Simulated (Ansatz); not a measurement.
Cartesian coordinates in Å:
```
C 1.934 -0.841 -3.159
C 1.896 -1.120 -1.673
O 0.754 -0.562 -1.092
Ti -0.627 -0.917 -0.009
O -0.973 -2.700 -0.054
O -2.039 0.024 -0.559
C -2.958 1.056 -0.369
C -2.626 1.904 0.840
O -0.184 -0.464 1.658
C 0.628 0.236 2.550
C 2.001 0.515 1.978
H 2.840 -1.262 -3.603
H 1.922 0.234 -3.348
H 1.068 -1.285 -3.655
H 1.917 -2.202 -1.490
H 2.782 -0.690 -1.187
H -1.671 -3.159 -0.522
H -2.974 1.678 -1.273
H -3.959 0.620 -0.260
H -3.370 2.694 0.966
H -2.610 1.294 1.746
H -1.645 2.371 0.725
H 0.131 1.178 2.816
H 0.714 -0.354 3.471
H 2.607 1.067 2.700
H 1.926 1.105 1.062
H 2.514 -0.420 1.740
```

Total charge 0; spin multiplicity 1.

Q: List the ωB97M-V/def2-TZVPP orbital energies in eV (the Gaussian-basis code of Ansatz). (An estimate is asked.)

A: Computed: Occupied: -4880.30, -549.03, -525.77, -525.76, -525.66, -525.51, -457.54, -457.53, -457.52, -282.74, -282.72, -282.65, -281.14, -281.10, -281.00, -69.52, -45.00, -44.93, -44.90, -30.39, -30.19, -30.12, -29.33, -23.48, -23.45, -23.36, -19.77, -19.72, -19.58, -15.90, -15.87, -15.83, -15.74, -15.65, -15.55, -15.48, -14.47, -14.41, -14.08, -13.11, -13.00, -12.97, -12.91, -12.86, -12.80, -12.02, -11.67, -11.19, -10.97, -10.70, -10.31, -10.11, -9.95. Lowest empty: 1.33, 1.56, 1.69, 2.09, 2.16, 2.62, 2.79, 2.98.
